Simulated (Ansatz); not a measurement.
Level of theory: PBE0-D3(BJ)/def2-TZVP (Ansatz, a first-principles code). No frequencies were computed at this level.

Ansatz 0.2 input:
```yaml
crystal:
  periodic: [false, false, false]
  atoms:
    - { symbol: Si, position_ang: [1.906818, -0.179443, 0.232262] }
    - { symbol: B, position_ang: [-0.002779, -0.062693, 0.122804] }
    - { symbol: Si, position_ang: [-1.909046, 0.135162, 0.08999] }
    - { symbol: H, position_ang: [2.394708, 0.766277, 1.255979] }
    - { symbol: H, position_ang: [2.441559, -1.501569, 0.621437] }
    - { symbol: H, position_ang: [2.666427, 0.150994, -0.993868] }
    - { symbol: H, position_ang: [-2.281625, 1.390255, 0.77212] }
    - { symbol: H, position_ang: [-2.508791, 0.216887, -1.258655] }
    - { symbol: H, position_ang: [-2.707265, -0.915867, 0.757636] }
basis:
  gaussian: { orbitals: def2-tzvp }
hamiltonian:
  xc: pbe0
  dispersion: d3bj
relax:
  max_steps: 150
magnetization:
  spin_polarized: true
  initial_magnetization: 1
```

Output:

```
Functional definition: PBE0
969 factors; their error is unknown
mean field evaluation 1: about -16518.0307 eV, gradient 1.0e1 eV
mean field evaluation 2: about -16518.6514 eV, gradient 5.1e0 eV
mean field evaluation 4: about -16518.8283 eV, gradient 4.7e-1 eV
mean field evaluation 8: about -16518.8953 eV, gradient 9.8e-2 eV
mean field evaluation 16: about -16518.8953 eV, gradient 1.2e-4 eV
mean field evaluation 32: about -16518.7874 eV, gradient 2.4e0 eV
mean field -16518.89529550 eV, -607.0582052003 hartree, gradient 8.2e-6 eV, S^2 0.755244; 2 other end points of the search recorded, 0 dependent functions left out
reference -16518.89533327 eV, -607.0582065884 hartree; 20, 19 occupied and 121, 122 virtual orbitals, 969 factors
relax step   1: F+E_penalty+E_count = -16519.04940312 eV  Δ(F+E_penalty+E_count) = +0.000e0 eV  max|allowed force component| = 1.018e0 eV/Å  Δτ_max = 0.0000 Å  (75 SCF iters, accepted)
these checks for a lower state are left out or cut short: starts, cluster_reference, orbital_swaps, neighbouring_geometries, increment
969 factors; their error is unknown
mean field -16518.99196094 eV, -607.0617575898 hartree, gradient 5.7e-6 eV, S^2 0.755387; 0 other end points of the search recorded, 0 dependent functions left out
reference -16518.99199907 eV, -607.0617589910 hartree; 20, 19 occupied and 121, 122 virtual orbitals, 969 factors
relax step   2: F+E_penalty+E_count = -16519.14594582 eV  Δ(F+E_penalty+E_count) = -9.654e-2 eV  max|allowed force component| = 2.917e-1 eV/Å  Δτ_max = 0.0781 Å  (52 SCF iters, accepted)
these checks for a lower state are left out or cut short: starts, cluster_reference, orbital_swaps, neighbouring_geometries, increment
969 factors; their error is unknown
mean field -16519.00079762 eV, -607.0620823315 hartree, gradient 5.7e-6 eV, S^2 0.755495; 0 other end points of the search recorded, 0 dependent functions left out
reference -16519.00083584 eV, -607.0620837363 hartree; 20, 19 occupied and 121, 122 virtual orbitals, 969 factors
relax step   3: F+E_penalty+E_count = -16519.15382447 eV  Δ(F+E_penalty+E_count) = -7.879e-3 eV  max|allowed force component| = 3.242e-2 eV/Å  Δτ_max = 0.0321 Å  (52 SCF iters, accepted)
these checks for a lower state are left out or cut short: starts, cluster_reference, orbital_swaps, neighbouring_geometries, increment
969 factors; their error is unknown
mean field evaluation 64: about -16519.0015 eV, gradient 9.8e-2 eV
mean field -16519.00155079 eV, -607.0621100102 hartree, gradient 5.4e-6 eV, S^2 0.755500; 0 other end points of the search recorded, 0 dependent functions left out
reference -16519.00158903 eV, -607.0621114155 hartree; 20, 19 occupied and 121, 122 virtual orbitals, 969 factors
relax step   4: F+E_penalty+E_count = -16519.15454456 eV  Δ(F+E_penalty+E_count) = -7.201e-4 eV  max|allowed force component| = 1.470e-2 eV/Å  Δτ_max = 0.0136 Å  (50 SCF iters, accepted)
these checks for a lower state are left out or cut short: starts, cluster_reference, orbital_swaps, neighbouring_geometries, increment
969 factors; their error is unknown
mean field -16519.00278183 eV, -607.0621552499 hartree, gradient 9.2e-6 eV, S^2 0.755507; 0 other end points of the search recorded, 0 dependent functions left out
reference -16519.00282006 eV, -607.0621566551 hartree; 20, 19 occupied and 121, 122 virtual orbitals, 969 factors
relax step   5: F+E_penalty+E_count = -16519.15584635 eV  Δ(F+E_penalty+E_count) = -1.302e-3 eV  max|allowed force component| = 5.228e-2 eV/Å  Δτ_max = 0.0344 Å  (47 SCF iters, accepted)
these checks for a lower state are left out or cut short: starts, cluster_reference, orbital_swaps, neighbouring_geometries, increment
969 factors; their error is unknown
mean field -16519.00355383 eV, -607.0621836207 hartree, gradient 7.6e-6 eV, S^2 0.755501; 0 other end points of the search recorded, 0 dependent functions left out
reference -16519.00359204 eV, -607.0621850247 hartree; 20, 19 occupied and 121, 122 virtual orbitals, 969 factors
relax step   6: F+E_penalty+E_count = -16519.15684789 eV  Δ(F+E_penalty+E_count) = -1.002e-3 eV  max|allowed force component| = 2.487e-2 eV/Å  Δτ_max = 0.0500 Å  (48 SCF iters, accepted)
these checks for a lower state are left out or cut short: starts, cluster_reference, orbital_swaps, neighbouring_geometries, increment
969 factors; their error is unknown
mean field evaluation 96: about -16519.0039 eV, gradient 8.1e-5 eV
mean field -16519.00392358 eV, -607.0621972086 hartree, gradient 1.0e-5 eV, S^2 0.755500; 0 other end points of the search recorded, 0 dependent functions left out
reference -16519.00396175 eV, -607.0621986114 hartree; 20, 19 occupied and 121, 122 virtual orbitals, 969 factors
relax step   7: F+E_penalty+E_count = -16519.15734005 eV  Δ(F+E_penalty+E_count) = -4.922e-4 eV  max|allowed force component| = 2.075e-2 eV/Å  Δτ_max = 0.0375 Å  (47 SCF iters, accepted)
these checks for a lower state are left out or cut short: starts, cluster_reference, orbital_swaps, neighbouring_geometries, increment
969 factors; their error is unknown
mean field -16519.00423077 eV, -607.0622084974 hartree, gradient 1.1e-5 eV, S^2 0.755491; 0 other end points of the search recorded, 0 dependent functions left out
reference -16519.00426891 eV, -607.0622098992 hartree; 20, 19 occupied and 121, 122 virtual orbitals, 969 factors
relax step   8: F+E_penalty+E_count = -16519.15777292 eV  Δ(F+E_penalty+E_count) = -4.329e-4 eV  max|allowed force component| = 3.937e-2 eV/Å  Δτ_max = 0.0507 Å  (47 SCF iters, accepted)
these checks for a lower state are left out or cut short: starts, cluster_reference, orbital_swaps, neighbouring_geometries, increment
969 factors; their error is unknown
mean field -16519.00466012 eV, -607.0622242757 hartree, gradient 1.1e-6 eV, S^2 0.755495; 0 other end points of the search recorded, 0 dependent functions left out
reference -16519.00469825 eV, -607.0622256772 hartree; 20, 19 occupied and 121, 122 virtual orbitals, 969 factors
relax step   9: F+E_penalty+E_count = -16519.15813410 eV  Δ(F+E_penalty+E_count) = -3.612e-4 eV  max|allowed force component| = 3.748e-2 eV/Å  Δτ_max = 0.0262 Å  (49 SCF iters, accepted)
these checks for a lower state are left out or cut short: starts, cluster_reference, orbital_swaps, neighbouring_geometries, increment
969 factors; their error is unknown
mean field evaluation 128: about -16518.9399 eV, gradient 6.7e-3 eV
mean field -16519.00507578 eV, -607.0622395510 hartree, gradient 1.1e-6 eV, S^2 0.755499; 0 other end points of the search recorded, 0 dependent functions left out
reference -16519.00511392 eV, -607.0622409527 hartree; 20, 19 occupied and 121, 122 virtual orbitals, 969 factors
relax step  10: F+E_penalty+E_count = -16519.15845543 eV  Δ(F+E_penalty+E_count) = -3.213e-4 eV  max|allowed force component| = 1.334e-2 eV/Å  Δτ_max = 0.0337 Å  (49 SCF iters, accepted)
these checks for a lower state are left out or cut short: starts, cluster_reference, orbital_swaps, neighbouring_geometries, increment
969 factors; their error is unknown
mean field -16519.00514472 eV, -607.0622420848 hartree, gradient 4.4e-6 eV, S^2 0.755497; 0 other end points of the search recorded, 0 dependent functions left out
reference -16519.00518286 eV, -607.0622434862 hartree; 20, 19 occupied and 121, 122 virtual orbitals, 969 factors
relax step  11: F+E_penalty+E_count = -16519.15851133 eV  Δ(F+E_penalty+E_count) = -5.590e-5 eV  max|allowed force component| = 9.067e-3 eV/Å  Δτ_max = 0.0156 Å  (51 SCF iters, accepted)
these checks for a lower state are left out or cut short: starts, cluster_reference, orbital_swaps, neighbouring_geometries, increment
969 factors; their error is unknown
mean field evaluation 160: about -16519.0051 eV, gradient 1.3e-5 eV
mean field -16519.00512688 eV, -607.0622414289 hartree, gradient 1.3e-5 eV, S^2 0.755496; 0 other end points of the search recorded, 0 dependent functions left out
reference -16519.00516501 eV, -607.0622428304 hartree; 20, 19 occupied and 121, 122 virtual orbitals, 969 factors
relax step  12: F+E_penalty+E_count = -16519.15853288 eV  Δ(F+E_penalty+E_count) = -2.155e-5 eV  max|allowed force component| = 1.772e-3 eV/Å  Δτ_max = 0.0114 Å  (41 SCF iters, accepted)
969 factors; their error is unknown
mean field evaluation 192: about -16518.8476 eV, gradient 2.5e0 eV
mean field -16519.00512688 eV, -607.0622414289 hartree, gradient 1.3e-5 eV, S^2 0.755496; 3 other end points of the search recorded, 0 dependent functions left out
reference -16519.00516501 eV, -607.0622428304 hartree; 20, 19 occupied and 121, 122 virtual orbitals, 969 factors
Total energy: -16519.15857101 eV, -607.0678803968 hartree
Atom 0 at     1.947020    -0.201816     0.219347 Å, force    -0.000483     0.000636     0.000753 eV/Å
Atom 1 at    -0.006170    -0.123695     0.071112 Å, force    -0.000986    -0.001227    -0.001261 eV/Å
Atom 2 at    -1.951392     0.119839     0.071724 Å, force     0.001772     0.000504     0.000233 eV/Å
Atom 3 at     2.257347     0.941193     1.129712 Å, force     0.000249     0.000307     0.000879 eV/Å
Atom 4 at     2.465878    -1.454727     0.835966 Å, force     0.001328     0.000710    -0.001266 eV/Å
Atom 5 at     2.667684     0.007020    -1.067512 Å, force     0.000498    -0.001411     0.000456 eV/Å
Atom 6 at    -2.137708     1.302550     0.965001 Å, force    -0.000637     0.001329     0.000430 eV/Å
Atom 7 at    -2.529196     0.437527    -1.264039 Å, force    -0.001004    -0.000991     0.001137 eV/Å
Atom 8 at    -2.713458    -1.027888     0.638394 Å, force    -0.000737     0.000143    -0.001361 eV/Å
Dipole moment:    -0.001912    -0.034372    -0.025718 e Å
```

Cost: very roughly 3 core-minutes.
